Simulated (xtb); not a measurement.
CSi (SMILES [C]=[Si]), triplet, at a GFN2-xTB geometry; xtb with GFN2-xTB.

Here is a job for xtb.
```
$ xtb mol.xyz --gfn 2 --uhf 2 --hess --json

# file mol.xyz
2

Si    -0.00000000    -0.00000000    -0.51650348
C      0.00000000     0.00000000     1.20517479
```

Problem. Predict the main parts of the log of this xtb run.

Solution. 
```
   ID    Z sym.   atoms
    1   14 Si     1
    2    6 C      2

           -------------------------------------------------
          |                Calculation Setup                |
           -------------------------------------------------

           -------------------------------------------------
          |                 G F N 2 - x T B                 |
           -------------------------------------------------

          ...................................................
          :                      SETUP                      :
          :.................................................:
          :  # basis functions                  14          :
          :  # atomic orbitals                  13          :
          :  # shells                            5          :
          :  # electrons                         8          :
          :  max. iterations                   250          :
          :  Hamiltonian                  GFN2-xTB          :
          :  restarted?                      false          :
          :  GBSA solvation                  false          :
          :  PC potential                    false          :
          :  electronic temp.          300.0000000     K    :
          :  accuracy                    1.0000000          :
          :  -> integral cutoff          0.2500000E+02      :
          :  -> integral neglect         0.1000000E-07      :
          :  -> SCF convergence          0.1000000E-05 Eh   :
          :  -> wf. convergence          0.1000000E-03 e    :
          :  Broyden damping             0.4000000          :
          :  net charge                          0          :
          :  unpaired electrons                  2          :
          ...................................................

 iter      E             dE          RMSdq      gap      omega  full diag
   1     -3.6047720 -0.360477E+01  0.291E+01    2.11       0.0  T
   2     -3.4678028  0.136969E+00  0.175E+01    2.87       1.0  T
   3     -1.7485218  0.171928E+01  0.261E+01    2.28       1.0  T
   4     -3.6445740 -0.189605E+01  0.687E+00    2.58       1.0  T
   5     -3.6437320  0.841979E-03  0.193E+00    2.57       1.0  T
   6     -3.6490915 -0.535953E-02  0.106E+00    2.58       1.0  T
   7     -3.6501950 -0.110351E-02  0.333E-01    2.61       1.0  T
   8     -3.6502622 -0.671771E-04  0.172E-01    2.61       1.0  T
   9     -3.6502908 -0.286522E-04  0.493E-02    2.61       1.4  T
  10     -3.6502923 -0.146794E-05  0.289E-02    2.61       2.4  T
  11     -3.6502932 -0.878315E-06  0.269E-03    2.61      26.3  T
  12     -3.6502932 -0.448916E-08  0.119E-03    2.61      59.2  T
  13     -3.6502932 -0.162419E-08  0.180E-04    2.61     393.2  T
  14     -3.6502932 -0.196048E-10  0.857E-05    2.61     825.1  T

   *** convergence criteria satisfied after 14 iterations ***

 transition dipole moment (au) for excitation:           4           5
     X       Y       Z
  -0.0177   0.0199   0.0000  total (au/Debye):    0.027   0.068
 dE (eV)             :    0.257
 oscillator strength :  0.62979E-05

         :::::::::::::::::::::::::::::::::::::::::::::::::::::
         ::                     SUMMARY                     ::
         :::::::::::::::::::::::::::::::::::::::::::::::::::::
         :: total energy              -3.609162266653 Eh    ::
         :: gradient norm              0.000107399197 Eh/a0 ::
         :: HOMO-LUMO gap              2.608844041242 eV    ::
         ::.................................................::
         :: SCC energy                -3.650293200141 Eh    ::
         :: -> isotropic ES           -0.003740991729 Eh    ::
         :: -> anisotropic ES          0.005306271664 Eh    ::
         :: -> anisotropic XC         -0.011902738685 Eh    ::
         :: -> dispersion             -0.000697265126 Eh    ::
         :: repulsion energy           0.041130933488 Eh    ::
         :: add. restraining           0.000000000000 Eh    ::
         :: total charge              -0.000000000000 e     ::
         :::::::::::::::::::::::::::::::::::::::::::::::::::::

           -------------------------------------------------
          |                Numerical Hessian                |
           -------------------------------------------------
step length          :   0.00500
SCC accuracy         :   0.30000
Hessian scale factor :   1.00000
frozen atoms in %    :   0.00000    0
RMS gradient         :   0.00011

writing file <hessian>.

 vibrational frequencies (cm⁻¹)
eigval :        0.00     0.00     0.00     0.00     0.00  1228.15
           -------------------------------------------------
          |                Property Printout                |
           -------------------------------------------------

    * Orbital Energies and Occupations

         #    Occupation            Energy/Eh            Energy/eV
      -------------------------------------------------------------
         1        2.0000           -0.6124712             -16.6662
         2        2.0000           -0.4340124             -11.8101
         3        1.5000           -0.3112641              -8.4699
         4        1.5000           -0.3112641              -8.4699
Molecule has the following symmetry elements: (Cinf) (sigma)
It seems to be the Cinfv point group
         5        1.0000           -0.3018116              -8.2127 (HOMO)
         6                         -0.2059383              -5.6039 (LUMO)
         7                         -0.2059383              -5.6039
         8                         -0.0742701              -2.0210
         9                         -0.0218828              -0.5955
        10                         -0.0218828              -0.5955
        11                          0.0507719               1.3816
        12                          0.0507719               1.3816
        13                          0.7679114              20.8959
      -------------------------------------------------------------
                  HL-Gap            0.0958733 Eh            2.6088 eV
             Fermi-level           -0.2825696 Eh           -7.6891 eV

     #   Z          covCN         q      C6AA      α(0)
     1  14 Si       0.887     0.285   229.595    32.927
     2   6 C        0.887    -0.285    45.172    11.233

 Mol. C6AA /au·bohr⁶  :        471.022644
 Mol. C8AA /au·bohr⁸  :      26654.850772
 Mol. α(0) /au        :         44.160583

Wiberg/Mayer (AO) data.
largest (>0.10) Wiberg bond orders for each atom

 ---------------------------------------------------------------------------
     #   Z sym  total        # sym  WBO       # sym  WBO       # sym  WBO
 ---------------------------------------------------------------------------
     1  14 Si   2.352 --     2 C    2.352
     2   6 C    2.352 --     1 Si   2.352
 ---------------------------------------------------------------------------

Topologies differ in total number of bonds
Writing topology from bond orders to xtbtopo.mol

molecular dipole:
                 x           y           z       tot (Debye)
 q only:       -0.000      -0.000      -0.929
   full:       -0.000      -0.000      -1.577       4.009
molecular quadrupole (traceless):
                xx          xy          yy          xz          yz          zz
 q only:        0.604      -0.000       0.604      -0.000      -0.000      -1.209
  q+dip:       -0.343       0.000      -0.343       0.000       0.000       0.687
   full:        1.477      -0.000       1.477      -0.000      -0.000      -2.954

           -------------------------------------------------
          |               Frequency Printout                |
           -------------------------------------------------
 vibrational frequencies (cm⁻¹)
eigval :        0.00     0.00     0.00     0.00     0.00  1228.15
 reduced masses (amu)
   1: 23.27   2: 23.27   3: 23.27   4: 16.83   5: 16.83   6: 16.83
 IR intensities (km·mol⁻¹)
   1:  0.00   2:  0.00   3:  0.00   4: 27.23   5: 27.23   6: 17.17
 Raman intensities (Ä⁴*amu⁻¹)
   1:  0.00   2:  0.00   3:  0.00   4:  0.00   5:  0.00   6:  0.00
 output can be read by thermo (or use thermo option).
 writing <g98.out> molden fake output.
 recommended (thermochemical) frequency scaling factor: 1.0
           -------------------------------------------------
          |             Thermodynamic Functions             |
           -------------------------------------------------

cin symmetry found (for desy threshold:  0.10E+00) used in thermo

          ...................................................
          :                      SETUP                      :
          :.................................................:
          :  # frequencies                           1      :
          :  # imaginary freq.                       0      :
          :  linear?                              true      :
          :  only rotor calc.                    false      :
          :  symmetry                              cin      :
          :  rotational number                       1      :
          :  scaling factor                  1.0000000      :
          :  rotor cutoff                   50.0000000 cm⁻¹ :
          :  imag. cutoff                  -20.0000000 cm⁻¹ :
          :.................................................:

    mode    ω/cm⁻¹     T·S(HO)/kcal·mol⁻¹    T·S(FR)/kcal·mol⁻¹   T·S(vib)
   ------------------------------------------------------------------------
   ------------------------------------------------------------------------

   temp. (K)  partition function   enthalpy   heat capacity  entropy
                                   cal/mol     cal/K/mol   cal/K/mol   J/K/mol
 298.15  VIB   1.00                    9.392      0.187      0.037
         ROT   307.                  592.502      1.987     13.365
         INT   307.                  601.893      2.174     13.402
         TR   0.246E+27             1481.254      4.968     36.977
         TOT                        2083.1470     7.1426    50.3790   210.7857

       T/K    H(0)-H(T)+PV         H(T)/Eh          T*S/Eh         G(T)/Eh
   ------------------------------------------------------------------------
    298.15    0.331971E-02    0.611765E-02    0.239367E-01   -0.178190E-01
   ------------------------------------------------------------------------

         :::::::::::::::::::::::::::::::::::::::::::::::::::::
         ::                  THERMODYNAMIC                  ::
         :::::::::::::::::::::::::::::::::::::::::::::::::::::
         :: total free energy          -3.626981302040 Eh   ::
         ::.................................................::
         :: total energy               -3.609162266655 Eh   ::
         :: zero point energy           0.002797939500 Eh   ::
         :: G(RRHO) w/o ZPVE           -0.020616974885 Eh   ::
         :: G(RRHO) contrib.           -0.017819035385 Eh   ::
         :::::::::::::::::::::::::::::::::::::::::::::::::::::

           -------------------------------------------------
          | TOTAL ENERGY               -3.609162266655 Eh   |
          | TOTAL ENTHALPY             -3.603044621097 Eh   |
          | TOTAL FREE ENERGY          -3.626981302040 Eh   |
          | GRADIENT NORM               0.000107288331 Eh/α |
          | HOMO-LUMO GAP               2.608845022276 eV   |
           -------------------------------------------------

normal termination of xtb
```
